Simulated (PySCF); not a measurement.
Species: Te(SiH3)2.
Bonds: Te1–Si2, Te1–Si6. Hydrogens: H3, H4, H5 on Si2; H7, H8, H9 on Si6.

Method: PBE0-D3(BJ)/def2-SVP geometry optimisation, gas phase, def2 core potentials past Kr (PySCF); density fitting, grid level 1; the optimiser is geomeTRIC in internal coordinates, started from a GFN2-xTB structure with every atom displaced at random (about 0.03 Å).

Step 0: E = -23135.3543 eV
```
atom  x, y, z in Å  |  force x, y, z in eV/Å
Te1     0.0597   -0.0674   -1.6559   -1.034   0.139  -0.556
Si2     1.8473   -0.0335   -0.0279    0.579   0.446   0.051
H3      1.8629   -1.2730    0.7102    0.064  -0.848   0.578
H4      1.8889    1.0925    0.9168   -0.227   0.381   0.284
H5      3.0649    0.0883   -0.8510    0.322  -0.082  -0.225
Si6    -1.8760    0.0340   -0.0242    1.553  -0.619   0.634
H7     -3.0431   -0.1744   -0.8047   -1.244  -0.172  -0.838
H8     -1.9166    1.3015    0.6883   -0.029   0.724   0.244
H9     -1.7554   -1.0374    1.0227    0.016   0.030  -0.172
```

Step 1: E = -23135.5250 eV
```
atom  x, y, z in Å  |  force x, y, z in eV/Å
Te1    -0.0104   -0.0517   -1.7047    0.139   0.042  -0.041
Si2     1.8566   -0.0349   -0.0241    0.083   0.000  -0.011
H3      1.8722   -1.3001    0.7749   -0.016   0.054  -0.034
H4      1.8263    1.1294    0.9162   -0.136  -0.029  -0.061
H5      3.1038    0.0685   -0.8450   -0.064  -0.058   0.030
Si6    -1.8526    0.0246   -0.0227    0.072  -0.021   0.128
H7     -3.1093   -0.1659   -0.8071    0.012   0.041   0.061
H8     -1.8599    1.3308    0.7050   -0.057  -0.020  -0.049
H9     -1.6940   -1.0702    0.9817   -0.034  -0.009  -0.023
```

Question: Estimate the geometry and energy of step 2. (The exact step hangs on the optimiser's Hessian estimate; all steps are aligned on step 1, rigid shifts and turns removed.)

Answer: E = -23135.5373 eV, largest force 0.075 eV/Å
```
atom  x, y, z in Å  |  force x, y, z in eV/Å
Te1     0.0037   -0.0480   -1.7346   -0.003   0.016  -0.031
Si2     1.8391   -0.0343   -0.0326    0.026  -0.016   0.028
H3      1.8246   -1.2901    0.7802    0.002   0.046  -0.024
H4      1.7465    1.1397    0.8883   -0.046  -0.014  -0.028
H5      3.1050    0.0542   -0.8204   -0.016  -0.023   0.033
Si6    -1.8166    0.0204   -0.0170    0.006   0.010  -0.004
H7     -3.0922   -0.1477   -0.7785    0.042   0.021   0.058
H8     -1.8183    1.3231    0.7169   -0.011  -0.027  -0.027
H9     -1.6591   -1.0868    0.9721   -0.001  -0.014  -0.004
```

The energy changes by -0.0123 eV. The first-order estimate −F·Δx gives -0.0193 eV and the mean of the old and new forces, exact on a quadratic surface, -0.0139 eV. The step makes an angle of 63° with the force vector and moves no atom by more than 0.085 Å.

What follows is the cost of the whole optimisation. The run took 12 s of wall time on AMD EPYC 9B45, one thread, no GPU (shared host), and the process peaked at 0.37 GiB of memory.
